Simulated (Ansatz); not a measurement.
```yaml
crystal:
  periodic: [false, false, false]
  atoms:
    - {symbol: F, position_ang: [-5.015949, 1.936462, 0.027591]}
    - {symbol: Ge, position_ang: [-1.605862, 0.912182, 1.455444]}
    - {symbol: C, position_ang: [0.019648, -2.790779, -0.110055]}
    - {symbol: O, position_ang: [2.529885, -1.225553, -1.201217]}
    - {symbol: C, position_ang: [1.806095, 1.839829, -1.055140]}
    - {symbol: H, position_ang: [-1.793870, 1.657704, 4.750366]}
    - {symbol: H, position_ang: [0.696843, -4.529954, 1.401420]}
    - {symbol: H, position_ang: [-1.294667, -3.740279, -1.893188]}
    - {symbol: H, position_ang: [3.641088, 3.101810, -0.156199]}
    - {symbol: H, position_ang: [1.199829, 2.725939, -3.212865]}
basis:
  gaussian: {orbitals: def2-SVPD}
hamiltonian: {xc: {name: HSE06}, dispersion: d4}
accuracy: high
```

```sh
$ ansatz run in.yaml --threads 4 --pin off --events-out ev --progress --plain --max-ram 10444MiB
```

It prints (some lines left out):

```
Functional definition: HSE06
3334 factors; integrals over basis functions are off by at most 7.9e-8 eV
236 factors; integrals over basis functions are off by at most 2.1e-9 eV
mean field evaluation 1: about -63318.4010 eV, gradient 1.0e2 eV
mean field evaluation 2: about -62477.0045 eV, gradient 2.6e2 eV
mean field evaluation 4: about -63189.1263 eV, gradient 1.8e2 eV
mean field evaluation 8: about -63366.2134 eV, gradient 1.0e1 eV
mean field evaluation 16: about -63367.6741 eV, gradient 1.1e-1 eV
mean field evaluation 64: about -63367.6323 eV, gradient 6.7e-1 eV
mean field evaluation 160: about -63367.4545 eV, gradient 1.1e-1 eV
mean field -63367.67497358 eV, -2328.7191031261 hartree, gradient 3.0e-8 eV, S^2 0.000000; 10 other end points of the search recorded, 0 dependent functions left out
reference -63367.67497997 eV, -2328.7191033610 hartree; 33, 33 occupied and 131, 131 virtual orbitals, 3334 factors
Total energy: -63367.76887585 eV, -2328.7225539709 hartree
```

(1) What is wrong with this run?

## Answers

(1) The geometry is stretched to more than twice its size. The run converged. The result belongs to that input, not to the molecule as meant.

HSE06 is defined as in plane-wave codes.
